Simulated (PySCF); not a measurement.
# Computed properties of YCl2, SMILES [Cl][Y+][Cl], charge +1

YCl2, SMILES [Cl][Y+][Cl], charge +1. The structure is a stationary point at B3LYP-D3(BJ)/def2-TZVP. The spin state was assumed, not searched. The isomer is the one that the SMILES or the coordinates give; other isomers of the formula were not compared. The def2 effective core potentials stand for the cores of Y; spin–orbit coupling is left out. Other conformers were not sampled. All values are computed for the isolated molecule unless a solvent is named; none is compared with measurement here.

**Structure.** The optimised structure has C2v symmetry. All 3 harmonic modes at B3LYP-D3(BJ)/def2-TZVP (PySCF) are real, so it is a minimum. With heavy atoms numbered as in [Y+:1]([Cl:2])[Cl:3], the shortest bond between them is Y1–Cl2 at 2.356 Å and the longest Y1–Cl3 at 2.356 Å.

**Vibrations.** The strongest infrared lines (harmonic, unscaled, degenerate partners summed) lie at 427 cm⁻¹ (136 km/mol, Cl 65 %, Y 35 %), 413 cm⁻¹ (29 km/mol, Cl 78 %, Y 22 %), 90 cm⁻¹ (8 km/mol, Cl 78 %, Y 22 %). The softest mode is at 90 cm⁻¹ and the zero-point energy is 1.3 kcal/mol.

**Electronic structure.** CAM-B3LYP/def2-TZVPD (PySCF) places the frontier levels at -15.13 and -7.33 eV, a gap of 7.80 eV and a mean polarisability of 53.6 bohr³.

**Excitations.** TDA-ωB97X/def2-SVPD (PySCF) has S1 at 5.33 eV (233 nm, f = 0.005, weak); the most intense of the 10 singlets computed lies at 5.61 eV (f = 0.04). T1 (TDA) is at 5.33 eV. No vertical singlet excitation falls in the visible range (under 3.1 eV).
